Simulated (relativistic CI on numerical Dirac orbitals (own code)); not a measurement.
# Electric-dipole transitions in Hf⁵³⁺

Computed by Dirac-Coulomb-Breit CI, separate exchange-only KLI orbitals for each configuration, model QED, unscaled Slater integrals (own radial code, finite nucleus).

Configuration list (outside the closed core [Ne]): 3s2.3p6.3d, 3s2.3p5.3d2, 3s.3p6.3d2, 3s2.3p6.4s, 3s2.3p6.4p, 3s2.3p6.4d, 3s2.3p5.3d.4s, 3s2.3p6.4f, 3s2.3p5.3d.4p, 3s2.3p5.3d.4d, 3s.3p6.3d.4s, 3p6.3d2.4p, 3s2.3p5.3d.4f, 3s.3p6.3d.4p, 3s.3p6.3d.4d, 3s2.3p6.5s, 3s.3p6.3d.4f, 3s2.3p6.5p, 3s2.3p6.5d, 3s2.3p6.5f, 3s2.3p6.5g, 3p6.3d3, 3p5.3d4, 3p5.3d3.4s, 3p6.3d2.4s, 3p5.3d2.4s2, 3p6.3d2.4d, 3p5.3d3.4d, 3p5.3d2.4s.4d. Double excitations out of closed p, d and f shells are left out; levels of such configurations are missing from the list, as are those of other unlisted configurations, and high levels can miss mixing partners. These lack a partner that the ground configuration has and come out too high: 3s2.3p5.3d.4p, 3s2.3p5.3d.4f.

```csv
λ vac (nm),Lower,Upper,A (s⁻¹),gf,Branching (%)
0.47889,3s2.3p6.3d 2D_5/2 [2],3s2.3p5.3d.4d 2F°_7/2 [395],3.81e+13,1.05e+00,99.4
0.48051,3s2.3p6.3d 2D_3/2 [1],3s2.3p5.3d.4d 2P°_1/2 [357],4.20e+13,2.91e-01,95.2
0.48065,3s2.3p6.3d 2D_3/2 [1],3s2.3p5.3d.4d 4P°_5/2 [355],2.62e+13,5.44e-01,99.3
0.48065,3s2.3p6.3d 2D_5/2 [2],3s2.3p5.3d.4d 2D°_5/2 [389],4.62e+13,9.60e-01,99.1
0.48166,3s2.3p6.3d 2D_5/2 [2],3s2.3p5.3d.4d 2F°_7/2 [384],1.04e+14,2.90e+00,99.8
0.48173,3s2.3p6.3d 2D_5/2 [2],3s2.3p5.3d.4d 2P°_3/2 [383],1.45e+14,2.02e+00,99.4
0.48180,3s2.3p6.3d 2D_3/2 [1],3s2.3p5.3d.4d 2F°_5/2 [350],1.13e+14,2.37e+00,99.6
0.48186,3s2.3p6.3d 2D_3/2 [1],3s2.3p5.3d.4d 2D°_3/2 [349],1.18e+14,1.64e+00,99.1
0.48188,3s2.3p6.3d 2D_3/2 [1],3s2.3p5.3d.4d 2P°_1/2 [348],1.30e+14,9.07e-01,98.7
0.48296,3s2.3p6.3d 2D_3/2 [1],3s2.3p5.3d.4d 2D°_3/2 [343],3.33e+13,4.66e-01,99.2
0.48338,3s2.3p6.3d 2D_5/2 [2],3s2.3p5.3d.4d 2D°_5/2 [379],7.05e+13,1.48e+00,99.6
0.48694,3s2.3p6.3d 2D_5/2 [2],3s2.3p5.3d.4s 2F°_7/2 [365],1.89e+13,5.38e-01,98.5
0.48804,3s2.3p6.3d 2D_3/2 [1],3s2.3p5.3d.4s 2F°_5/2 [329],1.36e+13,2.91e-01,96.8
0.51109,3s2.3p6.3d 2D_3/2 [1],3s2.3p6.4f 2F°_5/2 [297],1.49e+14,3.50e+00,93.4
0.51252,3s2.3p5.3d2 4D°_3/2 [3],3s2.3p5.3d.4f 2D_5/2 [400],6.63e+13,1.57e+00,57.6
0.51398,3s2.3p5.3d2 4F°_5/2 [5],3s2.3p5.3d.4f 2D_5/2 [400],2.65e+13,6.29e-01,23.0
0.52366,3s2.3p6.3d 2D_5/2 [2],3s2.3p6.4f 2F°_7/2 [306],1.58e+14,5.21e+00,100.0
0.55032,3s2.3p6.3d 2D_5/2 [2],3s2.3p5.3d.4s 2D°_5/2 [269],1.79e+13,4.88e-01,99.6
0.55186,3s2.3p6.3d 2D_3/2 [1],3s2.3p5.3d.4s 2D°_3/2 [229],2.11e+13,3.85e-01,99.1
0.55218,3s2.3p6.3d 2D_3/2 [1],3s2.3p5.3d.4s 2F°_5/2 [228],1.53e+13,4.20e-01,99.7
0.55417,3s2.3p6.3d 2D_5/2 [2],3s2.3p5.3d.4s 2F°_7/2 [254],1.94e+13,7.14e-01,99.7
2.0743,3s2.3p6.3d 2D_3/2 [1],3s2.3p5.3d2 2D°_3/2 [34],5.57e+12,1.44e+00,99.6
2.0852,3s2.3p6.3d 2D_5/2 [2],3s2.3p5.3d2 2P°_3/2 [42],3.77e+12,9.83e-01,99.7
2.0889,3s2.3p6.3d 2D_3/2 [1],3s2.3p5.3d2 2P°_1/2 [33],2.89e+12,3.78e-01,100.0
2.1139,3s2.3p6.3d 2D_5/2 [2],3s2.3p5.3d2 2F°_7/2 [41],2.90e+12,1.56e+00,100.0
2.1153,3s2.3p6.3d 2D_5/2 [2],3s2.3p5.3d2 2D°_5/2 [40],3.89e+12,1.57e+00,99.9
2.1322,3p6.3d3 2H_11/2 [74],3p5.3d4 2H°_11/2 [234],3.76e+12,3.08e+00,n/a
2.2476,3s2.3p6.3d 2D_3/2 [1],3s2.3p5.3d2 4G°_5/2 [32],8.70e+11,3.95e-01,99.9
2.3878,3s2.3p5.3d2 2H°_11/2 [13],3s.3p6.3d2 2G_9/2 [54],2.19e+12,1.87e+00,59.8
2.3937,3s2.3p5.3d2 4F°_5/2 [5],3s.3p6.3d2 4F_5/2 [49],9.36e+11,4.83e-01,25.3
2.3976,3s2.3p5.3d2 4G°_11/2 [23],3s.3p6.3d2 4F_9/2 [59],2.16e+12,1.86e+00,59.8
2.4009,3s2.3p5.3d2 4F°_7/2 [10],3s.3p6.3d2 4F_5/2 [52],1.39e+12,7.22e-01,38.6
2.4043,3s2.3p5.3d2 4D°_3/2 [3],3s.3p6.3d2 4F_3/2 [48],1.30e+12,4.51e-01,35.8
2.4060,3s2.3p5.3d2 2G°_7/2 [6],3s.3p6.3d2 4F_5/2 [49],2.34e+12,1.22e+00,63.4
2.4064,3s2.3p5.3d2 2F°_7/2 [26],3s.3p6.3d2 2D_5/2 [60],2.09e+12,1.09e+00,58.2
2.4121,3s2.3p5.3d2 4G°_9/2 [9],3s.3p6.3d2 4F_7/2 [51],2.12e+12,1.48e+00,58.3
2.4169,3s2.3p5.3d2 2P°_3/2 [7],3s.3p6.3d2 4P_1/2 [50],3.18e+12,5.57e-01,86.7
2.4367,3s2.3p5.3d2 4F°_5/2 [5],3s.3p6.3d2 4F_3/2 [48],1.19e+12,4.25e-01,32.9
2.4694,3s2.3p5.3d2 2G°_9/2 [18],3s.3p6.3d2 2G_9/2 [54],9.46e+11,8.65e-01,25.8
3.3393,3s2.3p6.3d 2D_3/2 [1],3s2.3p5.3d2 2P°_1/2 [22],1.14e+12,3.82e-01,100.0
3.3727,3s2.3p6.3d 2D_5/2 [2],3s2.3p5.3d2 2P°_3/2 [31],9.12e+11,6.22e-01,100.0
3.3989,3s2.3p6.3d 2D_5/2 [2],3s2.3p5.3d2 2D°_5/2 [30],1.13e+12,1.17e+00,96.7
3.4012,3s2.3p6.3d 2D_3/2 [1],3s2.3p5.3d2 2F°_5/2 [21],1.08e+12,1.12e+00,99.9
3.4771,3s2.3p6.3d 2D_3/2 [1],3s2.3p5.3d2 2D°_3/2 [20],7.54e+11,5.47e-01,99.7
3.5646,3s2.3p6.3d 2D_5/2 [2],3s2.3p5.3d2 2F°_7/2 [28],3.54e+11,5.40e-01,100.0
```

Terms are leading LS components. Brackets give the number of a level in order of energy, since labels repeat. The list gives strong lines, with weight on those to low levels, without lines whose two gauges differ by over a factor of 2.5, among the lowest 400 of 2758 levels, so that lines to higher ones, which can be the strongest, are missing. Levels whose partners in the same complex of configurations lie outside the list can be far off, and so can their lines. Rates are taken at the computed energies, electric ones in the length gauge.

At this charge energies of transitions that change n are usually good to better than 1 %, and those within a shell (Δn = 0) to a few per cent.

LS names give the leading component of a level, which can be under half, so a name can repeat, a term be missing and a line seem to break the LS rules.
